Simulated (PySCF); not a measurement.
An excited-state job on `C=CC(=O)N/C=C\F`.

Method: TDDFT B3LYP/def2-SVPD, vertical, gas phase, core orbitals frozen in the response (PySCF 2.14.0, density-fitted response routines). Geometry: GFN2-xTB. The command runs a driver script over a list of jobs; the input below is this job's line of settings and its coordinates in Å.

Command:
```bash
OMP_NUM_THREADS=1 python probes_run.py task.json out
```

Input:
```
{"job": {"kind": "uv", "xc": "B3LYP", "basis": "def2-SVPD", "nstates": 8, "ntriplets": 3}, "charge": 0, "multiplicity": 1}
C     -2.966833    -0.527679     0.600047
C     -1.788097    -0.232325     0.070833
C     -0.568344    -0.184313     0.908283
O     -0.546391    -0.403122     2.100486
N      0.567221     0.135988     0.203711
C      1.811095     0.233515     0.792186
C      2.923359     0.540431     0.138075
F      2.910677     0.786141    -1.194196
H     -3.869970    -0.569723     0.015983
H     -3.043925    -0.737034     1.654608
H     -1.673766    -0.016833    -0.982490
H      0.516403     0.312585    -0.790121
H      1.822794     0.037731     1.852695
H      3.905099     0.624165     0.567908
```

**Question.** Give the output.

**Answer.** 
```
coarse grid: 12384 points
cycle   1  E = -423.3967406271  dE =  1.273e+00  |g| = 9.221e-01  |ddm| = 7.853e+00
cycle   2  E = -422.6140584405  dE =  7.827e-01  |g| = 2.128e+00  |ddm| = 6.211e+00
cycle   3  E = -423.5579784995  dE = -9.439e-01  |g| = 2.474e-01  |ddm| = 5.336e+00
cycle   4  E = -423.5687490547  dE = -1.077e-02  |g| = 1.241e-01  |ddm| = 4.530e-01
cycle   5  E = -423.5714383346  dE = -2.689e-03  |g| = 3.293e-02  |ddm| = 1.460e-01
cycle   6  E = -423.5716689208  dE = -2.306e-04  |g| = 8.355e-03  |ddm| = 6.012e-02
cycle   7  E = -423.5716824083  dE = -1.349e-05  |g| = 3.317e-03  |ddm| = 1.495e-02
cycle   8  E = -423.5716848587  dE = -2.450e-06  |g| = 1.023e-03  |ddm| = 5.838e-03
final grid: 122080 points
cycle   9  E = -423.6464860960  dE = -3.979e-05  |g| = 7.403e-03  |ddm| = 1.762e-01
cycle  10  E = -423.6464610469  dE =  2.505e-05  |g| = 1.344e-02  |ddm| = 2.371e-02
cycle  11  E = -423.6464970082  dE = -3.596e-05  |g| = 2.183e-03  |ddm| = 1.611e-02
cycle  12  E = -423.6464979927  dE = -9.845e-07  |g| = 3.736e-04  |ddm| = 3.249e-03
cycle  13  E = -423.6464980140  dE = -2.127e-08  |g| = 1.456e-04  |ddm| = 5.947e-04
cycle  14  E = -423.6464980180  dE = -4.026e-09  |g| = 4.141e-05  |ddm| = 2.680e-04
cycle  15  E = -423.6464980184  dE = -3.720e-10  |g| = 1.288e-05  |ddm| = 7.663e-05
converged SCF energy = -423.6464980184

Static polarisability (au): isotropic 82.031, principal 46.248 67.843 132.003

Singlet excitations
state   eV       nm        f      main configurations
  1   4.4620    277.9   0.00045   H-1->L 0.98
  2   4.4687    277.5   0.29273   H->L 0.98
  3   5.8034    213.6   0.00284   H->L+1 0.97
  4   6.0648    204.4   0.34388   H-2->L 0.92
  5   6.4155    193.3   0.01771   H->L+3 0.92
  6   6.6355    186.8   0.22345   H->L+2 0.68, H-3->L 0.27
  7   6.8667    180.6   0.00517   H->L+4 0.86
  8   7.0151    176.7   0.02799   H-1->L+1 0.96

Triplet excitations (Tamm-Dancoff, eV): 3.3608 3.9303 4.1411
```

The SCF starts on a coarse grid where the log names one; the energy can jump when the final grid takes over, and dE then counts from the start density on the new grid. H and L stand for HOMO and LUMO; the number after each pair is its weight.

**Question.** Give S1 in cm⁻¹ and kJ/mol.

**Answer.** 4.4620 eV × 8065.54 = 35988 cm⁻¹; × 96.485 = 430.5 kJ/mol.

**Question.** How does the lowest singlet excitation compare with the HOMO–LUMO gap?

**Answer.** HOMO -6.62 eV and LUMO -1.83 eV give a gap of 4.79 eV; S1 at 4.46 eV lies 0.33 eV below it.

Main results: HOMO -6.62 eV, LUMO -1.83 eV; lowest singlet 4.46 eV; lowest triplet 3.36 eV (Tamm–Dancoff); mean polarisability 82.0 au.

Time: 45 s wall; peak memory 0.84 GiB. Hardware: one thread, Intel Xeon Platinum 8259CL at 2.50 GHz (x86_64), shared host with 96 logical CPUs at a one-minute load of 50.

One conformer stands for the species.
Labels such as C1 count atoms from 1, the log's own numbers from 0.
